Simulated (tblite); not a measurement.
Species: C2H10AsOSi2 (doublet state).
Structure used (GFN2-xTB), in Å, numbered top down from 1:
```xyz
16
C2H10AsOSi2 angstrom
C      2.167   -1.120    0.075
O      1.578    0.071    0.492
Si     0.533    0.958   -0.390
As     0.212    2.676    1.166
C     -1.060    0.140   -0.829
Si    -1.900   -1.264    0.059
H      2.731   -0.969   -0.848
H      1.404   -1.880   -0.106
H      2.843   -1.462    0.859
H      1.217    1.442   -1.608
H     -1.127    2.163    1.606
H     -0.489    3.518    0.134
H     -1.703    0.707   -1.492
H     -2.528   -2.141   -0.940
H     -0.932   -2.042    0.840
H     -2.953   -0.786    0.971
```

Level: GFN2-xTB in tblite, geometry and Hessian alike; calculated harmonic values, unscaled, isolated species. This tight-binding method is rough: wavenumbers can miss measured ones by several per cent, in bad cases by 10 to 20. Modes of hydrogen on arsenic and silicon can be 10 to 20 % off. One conformer, not necessarily the lowest. Open shells enter through the occupations alone, without spin polarisation, and single modes of such species can be off by tens of per cent. The optimisation stopped once no atom felt more than 0.01 eV/Å.

Lowest wavenumbers of the output (negative numbers stand for imaginary wavenumbers):
```
mode    cm-1
  1     -29.4
  2      41.8
  3      68.9
  4      77.6
  5     101.6
  6     108.4
  7     135.8
  8     147.3
  9     240.3
 10     288.1
 11     381.3
 12     450.8
 13     510.4
 14     525.9
 15     572.7
```

Q: Is this structure a minimum?

A: Not by this Hessian. 1 mode is imaginary beyond 20i (29i cm⁻¹), so at this level the point lies at or near a first-order saddle. The curvature is small, so loose convergence or finite differences may be the whole cause.

Q: Which atoms move in the imaginary mode?

A: 29i: H14 (hydrogen on silicon) 34 %, H16 (hydrogen on silicon) 30 %, H15 (hydrogen on silicon) 26 %. These are shares of the mass-weighted motion.

Q: What is the remedy?

A: Step along that mode in both directions, optimise again with tighter thresholds and repeat the frequencies. The zero-point energy of this point (64.0 kcal/mol) counts the 41 real modes alone, and thermal corrections from it aren't those of a minimum.
